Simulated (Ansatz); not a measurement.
System: SeF₄, charge 0, singlet. SeF4 (SMILES F[Se](F)(F)F).
B3LYP-D3(BJ)/def2-TZVP minimum from Ansatz (a first-principles code):
```
Se
F 1 1.7063
F 1 1.7063 2 100.22
F 1 1.7930 2 86.67 3 -86.01
F 1 1.7930 2 86.67 4 172.01
```
Charge 0, spin multiplicity 1.

Hartree-Fock and CCSD(T) correlation energies in hartree (Ansatz). Radicals and triplets start from unrestricted determinants; spin-orbit coupling is neglected. Cores are frozen in correlated methods (noble-gas shells, and filled d and f shells in the p block). No relativity.

```tsv
basis	X	E(HF)	E(corr, CCSD(T))
cc-pVTZ	3	-2797.72063	-1.23920
cc-pVQZ	4	-2797.76669	-1.35211
cc-pV5Z	5	-2797.77676	withheld
```

Task: Fit E(corr) = E∞ + A/X³ to X = 3 and 4, predict X = 5, and compare with the run.

Result: A = (-1.23920 - (-1.35211))/(1/27 - 1/64) = 5.2732; E∞ = -1.35211 - A/64 = -1.43450; at X = 5, E∞ + A/125 = -1.39232. The run gave -1.39487, 2.55 mEh below the prediction. The same form on X = 4 and 5 gives E∞ = -1.43973, 5.23 mEh below the first estimate.
